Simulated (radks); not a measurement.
The numbers below are computed, except where a source is named.
The mean radii <r> (bohr) of the occupied orbitals of an atom or ion are listed with their occupations. Code: a radial shooting solver on a logarithmic mesh with Libxc functionals. Model: Dirac Kohn-Sham, PBE, spin-unpolarised, spherical densities, finite nucleus; Fermi nuclear charge, rms radius of each element as measured or else 0.836 A^(1/3) + 0.57 fm.

| orbital | occ. | <r> |
|---|---|---|
| 1s1/2 | 2 | 0.02001 |
| 2s1/2 | 2 | 0.08387 |
| 2p1/2 | 2 | 0.06970 |
| 2p3/2 | 4 | 0.07696 |
| 3s1/2 | 2 | 0.2106 |
| 3p1/2 | 2 | 0.1994 |
| 3p3/2 | 4 | 0.2113 |
| 3d3/2 | 4 | 0.1833 |
| 3d5/2 | 1 | 0.1870 |

Name the element and its charge. Open shells, if any, fill j = l - 1/2 first.

Answer. Z = 69, thulium, charge +46: Tm46+ in [Ar] 3d5. The 1s radius gives Z: for a bare nucleus <r> = (2 gamma + 1)/(2Z) with gamma = sqrt(1 - (Z/c)^2), 0.01977 bohr for Z = 69, and screening makes it slightly larger (0.02001 here). The occupations add up to 23, and the charge is Z minus that.
